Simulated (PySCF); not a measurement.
A GIAO shielding run with PySCF 2.14.0 with density-fitted response routines (density fitting, non-relativistic, gas phase) on `[SiH2](CN=C)[Si@@H](O)C[SiH3]`, C3H13NOSi3:

```
$ OMP_NUM_THREADS=1 python probes_run.py task.json out

{"job": {"kind": "nmr", "xc": "PBE0", "basis": "pcSseg-1"}, "charge": 0, "multiplicity": 1}
C     -3.453094    -0.684731    -1.141087
N     -2.620611    -0.087693    -0.415382
C     -2.190936    -0.634214     0.820292
Si    -0.337191    -1.166664     0.608169
Si     0.653680     0.500798    -0.649647
O     -0.477567     1.613997    -1.004545
C      2.054281     1.420351     0.250808
Si     3.581446     0.380602     0.659185
H     -3.940394    -1.625153    -0.868547
H     -3.716107    -0.248950    -2.093456
H     -2.227231     0.162828     1.564686
H     -2.821883    -1.465532     1.162801
H     -0.399427    -2.482731    -0.047550
H      0.118338    -1.426585     1.981410
H      1.191127    -0.021377    -1.920425
H     -1.405617     1.343018    -0.982326
H      2.356819     2.262696    -0.371276
H      1.665034     1.856322     1.171700
H      4.191390    -0.138188    -0.567264
H      4.569031     1.204653     1.365913
H      3.199992    -0.746505     1.517532
```

Hardware: 1 thread of an Arm Neoverse V1, shared host. The job also computes population analyses, field gradients.

Question: How large is the calculation?

Answer: 88 electrons, 222 basis functions and 1219 auxiliary functions.

Question: How long does it take, and how much memory does it need?

Answer: 68 s of wall time, with 14 SCF cycles and 5 response iterations; peak memory 1.1 GiB. Times on a shared host scatter by some tens of per cent.
